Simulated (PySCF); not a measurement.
Job file and geometry (Å, from GFN2-xTB) of an NMR shielding run on `C(B)O/C(C#C)=C/C=C`, C₇H₉BO, GIAO PBE0/pcSseg-1 NMR shielding, non-relativistic, gas phase (PySCF 2.14.0, density-fitted response routines); density fitting, a coarse starting grid and PySCF grid level 2 are the driver's defaults:

```
$ OMP_NUM_THREADS=1 python probes_run.py task.json out

{"job": {"kind": "nmr", "xc": "PBE0", "basis": "pcSseg-1"}, "charge": 0, "multiplicity": 1}
B     -3.601291    -0.688491     0.708773
C     -2.275645     0.134274     0.545532
O     -1.107988    -0.672848     0.484893
C      0.087022    -0.052174     0.266480
C      0.124083     1.354597     0.099737
C      0.105607     2.549220    -0.035481
C      1.211083    -0.802557     0.211741
C      2.524314    -0.275268    -0.021848
C      3.622064    -1.029189    -0.074106
H     -3.584715    -1.852312     0.736819
H     -4.598133    -0.087894     0.789455
H     -2.175079     0.863308     1.366514
H     -2.345328     0.751220    -0.366057
H      0.129221     3.590878    -0.158942
H      1.108917    -1.868740     0.351444
H      2.594516     0.796364    -0.159424
H      3.576887    -2.097302     0.060237
H      4.595707    -0.606768    -0.251232
```

Problem. Write the output of this run.

Solution. 
```
coarse grid: 15360 points
cycle   1  E = -371.4409704894  dE =  1.256e+00  |g| = 5.971e-01  |ddm| = 4.010e+00
cycle   2  E = -371.4001661399  dE =  4.080e-02  |g| = 7.655e-01  |ddm| = 1.419e+00
cycle   3  E = -371.5160083159  dE = -1.158e-01  |g| = 1.247e-01  |ddm| = 8.307e-01
cycle   4  E = -371.5191606030  dE = -3.152e-03  |g| = 5.582e-02  |ddm| = 1.616e-01
cycle   5  E = -371.5197922922  dE = -6.317e-04  |g| = 2.776e-02  |ddm| = 6.159e-02
cycle   6  E = -371.5199712945  dE = -1.790e-04  |g| = 4.816e-03  |ddm| = 2.348e-02
cycle   7  E = -371.5199765788  dE = -5.284e-06  |g| = 1.916e-03  |ddm| = 5.818e-03
final grid: 149224 points
cycle   8  E = -371.5848205301  dE = -4.644e-05  |g| = 1.132e-02  |ddm| = 6.288e-02
cycle   9  E = -371.5847907799  dE =  2.975e-05  |g| = 1.710e-02  |ddm| = 2.227e-02
cycle  10  E = -371.5848457980  dE = -5.502e-05  |g| = 2.373e-03  |ddm| = 1.505e-02
cycle  11  E = -371.5848471166  dE = -1.319e-06  |g| = 6.388e-04  |ddm| = 2.828e-03
cycle  12  E = -371.5848472068  dE = -9.015e-08  |g| = 2.276e-04  |ddm| = 6.469e-04
cycle  13  E = -371.5848472174  dE = -1.064e-08  |g| = 9.053e-05  |ddm| = 2.206e-04
cycle  14  E = -371.5848472195  dE = -2.029e-09  |g| = 2.452e-05  |ddm| = 9.714e-05
cycle  15  E = -371.5848472196  dE = -1.636e-10  |g| = 7.573e-06  |ddm| = 2.805e-05
converged SCF energy = -371.5848472196

GIAO shielding tensors (ppm)
atom      isotropic    diamagn.    paramagn.     s11        s22        s33       span
  0 B       12.297     189.768    -177.471    -63.419    -27.007    127.318    190.737
  1 C      108.466     246.368    -137.902     89.790     94.598    141.010     51.221
  2 O      221.432     399.041    -177.609    146.337    252.420    265.539    119.202
  3 C       37.704     250.615    -212.912    -40.833     63.457     90.488    131.321
  4 C      106.637     259.745    -153.109     10.566     14.978    294.366    283.799
  5 C       86.188     259.709    -173.521     22.450     50.984    185.130    162.680
  6 C       57.594     256.674    -199.080    -37.078     69.813    140.046    177.123
  7 C       45.240     253.007    -207.767    -70.007     44.736    160.990    230.997
  8 C       64.911     251.577    -186.665    -42.314     76.150    160.897    203.211
  9 H       23.598      28.805      -5.207     15.607     27.364     27.823     12.216
 10 H       23.940      27.726      -3.785     16.331     27.205     28.285     11.953
 11 H       26.808      28.813      -2.005     23.342     24.790     32.293      8.951
 12 H       26.814      29.549      -2.736     23.155     25.309     31.978      8.824
 13 H       28.222      34.381      -6.159     24.483     25.247     34.937     10.454
 14 H       25.233      34.795      -9.562     22.479     23.525     29.693      7.214
 15 H       24.651      31.032      -6.381     21.488     22.311     30.153      8.665
 16 H       26.234      30.294      -4.061     23.241     25.235     30.225      6.984
 17 H       26.345      27.539      -1.194     23.603     25.275     30.155      6.552
```

Size and cost of the density-fitted run: 198 basis functions, 63 s wall time on 1 thread of an Arm Neoverse N1, shared host; peak memory 0.86 GiB.
